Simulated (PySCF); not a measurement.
Te⁺: ionisation energy

Te⁺ [Kr] 4d10 5s2 5p3 (4S) → Te²⁺ [Kr] 4d10 5s2 5p2 (3P), as a difference of total energies. Computed with PySCF 2.14 in x2c-TZVPall (8s6p4d2f, 60 functions), with the spin-free X2C one-electron Hamiltonian (Gaussian nucleus). Correlated levels: valence: [Kr] 4d10 frozen. The calculations carry no spin-orbit coupling.

| method | ionisation energy (eV) |
| --- | --- |
| UHF | 18.361 |
| M06-2X | 18.809 |
| PBE0 | 18.858 |
| MP2 (valence) | 18.753 |
| SCS-MP2 (valence) | 18.634 |

How much does correlation contribute at MP2 (valence)?

18.753 − (18.361) = 0.392 eV, measured against UHF.

The reference lies between the lowest fine-structure levels, while these numbers refer to the centres of the terms.

Errors of the correlated levels include the incompleteness of this basis and the frozen core.

For comparison: 18.6 ± 0.4 eV (measured; NIST Atomic Spectra Database, ionization energies).
